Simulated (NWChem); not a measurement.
VNH4O3; SMILES [NH]=[V]([OH])([OH])[OH]

```xyz
9

V      0.0040    -0.0228     0.0000
N     -0.0811    -1.6423     0.0000
H     -0.2408    -2.6565     0.0000
O      0.8627     0.5540    -1.4484
H      1.1003    -0.0700    -2.1579
O      0.8627     0.5540     1.4484
H      1.1003    -0.0700     2.1579
O     -1.6956     0.5524     0.0000
H     -1.7226     1.5324     0.0000
```
Atoms are numbered in this order, from 1.

All runs: NWChem. Coordinates come from a PBE-D3(BJ)/def2-SVP optimisation. No frequency run checked for a minimum. Level PBE/def2-SVP: energy and gradient on several grids; changes count from the extra-fine grid, which is no exact limit either.

Task: Which is the coarsest grid (medium; xcoarse; xfine; coarse; fine) from which on the energy stays within 50 μHa and each gradient component within 100 μHa/bohr of xfine?

Result: medium.
```
grid     size of the energy change (μHa)  largest change of a gradient component (μHa/bohr)
-------  -------------------------------  -------------------------------------------------
xcoarse                             9000                                              10000
coarse                               100                                                300
medium                              < 10                                                 50
fine                                < 10                                               < 30
xfine                               < 10                                               < 30
```
